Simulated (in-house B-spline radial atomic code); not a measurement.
Solving the quasi-particle equation for 5d of Tl³⁺

Configuration [Xe] 4f14 5d10, start PBE; correlation leaves out the 4 deepest shells. Computed with a B-spline radial code for spherical atoms: all electrons, scalar-relativistic (spin-free one-electron X2C), finite nucleus, each spin shell either full or empty, empty states to l = 9 with an (l + 1/2)⁻⁴ tail; G0W0 by contour deformation at full frequency.

At the mean-field level ε = -44.258 eV the matrix elements are Σx = -38.466 eV, v_xc = -30.708 eV and Σc(ε) = -0.496 eV, and the slope of the correlation self-energy is dΣc/dω = -0.0637. The quasi-particle energy solves E = ε + Σx − v_xc + Σc(E).

(1) What does the linearised equation give?

(2) How does that compare with the full solution and with static screening?

## Answers

(1) Z = 1/(1 − dΣc/dω) = 1/1.0637 = 0.9401. The first-order shift is Σx − v_xc + Σc(ε) = -38.466 − (-30.708) + (-0.496) = -8.254 eV, so E ≈ ε + Z × shift = -44.258 + 0.9401 × (-8.254) = -52.018 eV.

(2) Solving the equation at full frequency dependence gives E = -51.831 eV, where Σc = 0.184 eV and the weight is 0.856; the linearised value is off by 187 meV. Leaving Z out would give -52.512 eV. Static COHSEX puts -3.677 eV in place of Σc and gives -55.693 eV, 3.86 eV deeper. The tabulated removal energy is 51.14 ± 0.04 eV (NIST, measured); the run leaves out spin-orbit coupling, Breit and QED terms.
